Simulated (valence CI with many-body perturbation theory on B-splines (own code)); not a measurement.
Hyperfine factors and g values of Pr28+

Computed by valence CI with perturbative core correlation (CI+MBPT): three valence electrons over a frozen Dirac-Fock core [Ar] 3d10, a basis of 11 s, 11 p, 9 d, 7 f, 5 g, 2 h, 1 i functions for each j, with the one-electron correlation potential Σ1, the two-electron term Σ2, the three-electron term Σ3, Breit, model QED; selected CI, second order for the rest (own B-spline code, finite nucleus).

The last digits are not significant, and no measured levels were compared; by estimate large intervals hold to a few tenths of a per cent, small ones and those within an open d or f shell to about a per cent.

A/g_I is the dipole constant over the nuclear g factor μ/I (μ in nuclear magnetons, uniformly magnetised nucleus), B/Q the quadrupole constant per barn. Both hold the static response of the core; the bare values leave it out. Large factors of s and p1/2 electrons are usually good to 5 to 10 %; those of open d and f shells near neutrality can be off by tens of per cent, and small factors of p3/2, d and f electrons come from cancelling terms and can be off by a factor of two or in sign, in half-filled shells by more. B is blank for J = 1/2, where it vanishes, and for nearly pure S terms. Energies count from the lowest level.

Levels are named by their leading jj configuration (3d3/2^4 stands for four electrons in 3d with j = 3/2), which in mixed levels can hold well under half, so a name can repeat and another be missing. Letters in brackets count levels of one name in rising energy.

```csv
Level,E (cm⁻¹),g,A/g_I (MHz),A/g_I bare,B/Q (MHz/b),B/Q bare
(4s^2 4p1/2) J=1/2,0,0.662,156000,149000,,
(4s^2 4p3/2) J=3/2,230800,1.332,23100,22100,44000,42100
(4s 4p1/2^2) J=1/2,488950,2.386,452000,433000,,
(4s 4p1/2 4p3/2) J=3/2 [a],658030,1.688,125000,120000,35800,34200
(4s 4p1/2 4p3/2) J=5/2,701380,1.410,143000,137000,13900,13300
(4s 4p1/2 4p3/2) J=3/2 [b],768480,0.922,-4890,-4640,40200,38400
(4s 4p1/2 4p3/2) J=1/2,796110,1.163,-101000,-96400,,
(4s 4p3/2^2) J=5/2,915120,1.384,117000,112000,25500,24400
(4s 4p3/2^2) J=1/2,1027300,1.782,489000,469000,,
(4s 4p3/2^2) J=3/2,1029400,1.214,-54300,-51900,-25700,-24600
(4s^2 4d3/2) J=3/2,1119200,0.834,-3240,-2810,10200,9800
(4s^2 4d5/2) J=5/2,1158100,1.200,12300,12100,13800,13300
(4p1/2^2 4p3/2) J=3/2,1276500,1.341,19000,18500,39500,37800
(4p1/2 4p3/2^2) J=3/2,1460400,1.351,-12200,-11300,-2820,-2680
(4p1/2 4p3/2^2) J=5/2,1465400,1.179,64900,62300,-9940,-9470
(4s 4p1/2 4d3/2) J=3/2 [a],1491500,0.568,-43200,-41300,13300,12800
(4s 4p1/2 4d3/2) J=5/2,1527300,1.062,75700,72800,5540,5360
(4p1/2 4p3/2^2) J=1/2,1542800,0.663,150000,143000,,
(4s 4p1/2 4d5/2) J=5/2 [a],1588600,1.438,78200,75400,10300,9920
(4s 4p1/2 4d3/2) J=3/2 [b],1588800,1.344,70300,67900,6570,6290
(4s 4p1/2 4d3/2) J=1/2,1590300,0.349,-190000,-181000,,
(4s 4p1/2 4d5/2) J=7/2,1590400,1.257,89900,86500,212,293
(4s 4p1/2 4d5/2) J=5/2 [b],1661000,0.953,10600,10400,24700,23700
(4s 4p1/2 4d5/2) J=3/2,1686700,0.986,-44100,-42000,8790,8510
(4p3/2^3) J=3/2,1718000,1.302,25500,24600,-34300,-32800
(4s 4p3/2 4d5/2) J=9/2,1753200,1.332,66700,64200,53800,51500
(4s 4p3/2 4d3/2) J=5/2 [a],1766600,1.286,81100,77900,5760,5490
(4s 4p3/2 4d3/2) J=1/2 [a],1766800,2.363,266000,256000,,
(4s 4p3/2 4d3/2) J=3/2 [a],1772400,1.467,81100,78100,-10100,-9740
(4s 4p3/2 4d3/2) J=7/2,1773700,1.342,76500,73600,16900,16200
(4s 4p3/2 4d5/2) J=5/2 [a],1821200,1.325,101000,97000,-21200,-20200
(4s 4p3/2 4d3/2) J=3/2 [b],1832200,0.991,-27900,-26500,-20400,-19500
(4s 4p3/2 4d5/2) J=7/2 [a],1872500,1.146,-1300,-1030,53100,50900
(4s 4p3/2 4d3/2) J=5/2 [b],1873200,0.902,-25200,-24000,32400,31000
(4s 4p3/2 4d5/2) J=7/2 [b],1886300,1.198,50400,48500,26300,25200
(4s 4p3/2 4d3/2) J=1/2 [b],1901300,0.608,-13900,-12900,,
(4s 4p3/2 4d5/2) J=1/2,1934700,0.671,-81100,-77200,,
(4s 4p3/2 4d5/2) J=3/2,1955800,1.315,81900,79100,11700,11200
(4s 4p3/2 4d3/2) J=3/2 [c],1958900,1.047,36700,35300,-31700,-30300
(4s 4p3/2 4d5/2) J=5/2 [b],1964000,1.149,-36100,-34200,-21500,-20500
```

Take the isotope of mass number 141, with I = 5/2, μ = 4.266 μN and Q = -0.0589 b. What is the hyperfine structure of (4s^2 4p1/2) J=1/2?

From the table A = 266000 MHz. Shifts from the centre of gravity in MHz: F = 2: -466000, F = 3: 332000.
